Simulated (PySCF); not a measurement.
Computed shifts of a molecule GeH₆O₂Si, HF/pcSseg-1 run with PySCF, GIAO, gas phase, atoms alike by connectivity averaged where their shifts nearly agree, in ppm (number of nuclei): ²⁹Si: -41.5 (1). ¹H: 5.16 (1), 5.01 (1), 4.78 (3), 1.65 (1). References: ¹⁷O against H2O (σ = 333.0 ppm); ⁷³Ge against GeH4 (σ = 1776.1 ppm); ²⁹Si against TMS (σ = 393.8 ppm); ¹H against TMS (σ = 31.99 ppm), references at their B3LYP-D3(BJ)/def2-TZVP geometries, non-relativistic. Geometry optimised at PBE0-D3(BJ)/def2-SVP. One conformer was computed; it need not be the lowest.

### Question
Identify the compound among the candidates.
A. [OH][GeH2][O][SiH3]
B. O[SiH2][O][GeH3]
C. [OH][GeH]([OH])[SiH3]
D. O[SiH2][GeH2][OH]

### Answer
A, [OH][GeH2][O][SiH3]
